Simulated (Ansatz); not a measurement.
Computed with Ansatz on PBE0-D4/def2-TZVP structures; ΔE is electronic, products minus reactants. CCSD(T)/CBS is the MP2 limit (def2-TZVPP, def2-QZVPP) plus CCSD(T) − MP2 in def2-TZVPP, frozen cores. def2 core potentials past Kr. For Te outer-core shells are correlated without core-valence functions, which leaves a few kJ/mol of doubt a bond. Each species was taken in one conformer, which may not be the lowest.

`COC(F)[TeH]` + `C[SiH](N)O` → `C[Si](C)(N)O` + `OC(F)[TeH]`  (formal exchange of groups at a C–O bond)

`COC(F)[TeH]`:

```xyz
10

C     0.973    1.147    0.002
O    -0.144    0.379   -0.423
C    -0.246   -0.826    0.197
F    -0.553   -0.656    1.530
Te   -1.757   -2.013   -0.794
H     0.875    1.436    1.051
H     1.903    0.583   -0.137
H     0.994    2.037   -0.624
H     0.692   -1.397    0.169
H    -2.736   -0.690   -0.969
```

`C[SiH](N)O`:

Cartesian coordinates in Å:
```
C 1.187 0.797 0.292
Si -0.060 -0.331 -0.506
N -1.596 0.105 0.122
O 0.228 -1.930 -0.219
H 2.199 0.516 -0.010
H 1.027 1.837 -0.005
H 1.134 0.743 1.383
H 0.040 -0.254 -1.987
H -2.449 -0.266 -0.263
H -1.742 1.016 0.525
H 0.031 -2.234 0.669
```

`C[Si](C)(N)O`:

Cartesian coordinates in Å:
```
C -1.586 -0.290 -0.744
Si 0.165 -0.231 -0.119
C 0.246 0.399 1.636
N 1.222 0.773 -1.032
O 0.672 -1.801 -0.240
H -1.614 -0.606 -1.790
H -2.184 -1.002 -0.168
H -2.062 0.691 -0.674
H -0.149 1.415 1.716
H -0.344 -0.240 2.296
H 1.274 0.407 2.010
H 1.480 1.686 -0.696
H 1.262 0.728 -2.037
H 1.618 -1.932 -0.157
```

`OC(F)[TeH]`:

```xyz
7

O    -0.899    0.211    1.244
C    -0.335    0.383    0.020
F    -1.023   -0.294   -0.950
Te    1.745   -0.319    0.003
H    -0.807   -0.713    1.507
H    -0.366    1.445   -0.220
H     1.685   -0.714   -1.603
```

| species | CCSD(T)/CBS(def2) energy (Eh) |
| --- | --- |
| `COC(F)[TeH]` | -521.76601 |
| `C[SiH](N)O` | -461.32134 |
| `C[Si](C)(N)O` | -500.60079 |
| `OC(F)[TeH]` | -482.52376 |

Problem. Work out ΔE.

Solution. ΔE = (-500.60079) + (-482.52376) − (-521.76601) − (-461.32134) = -0.03720 Eh = -23.3 kcal/mol.

Largest T1 diagnostic among the species: 0.012.

In def2-TZVPP, CCSD(T) changes the Hartree–Fock value by −3.1 kcal/mol (the triples alone add −0.3 kcal/mol) and MP2 by −4.3 kcal/mol. The D4 term adds −0.8 kcal/mol with B3LYP and −0.4 kcal/mol with PBE0; it sums over pairs of atoms, weighted by their polarisabilities, and B3LYP, whose exchange is more repulsive, gets the larger term.

B3LYP here is the variant with VWN-RPA as its local correlation; programs differ in this.
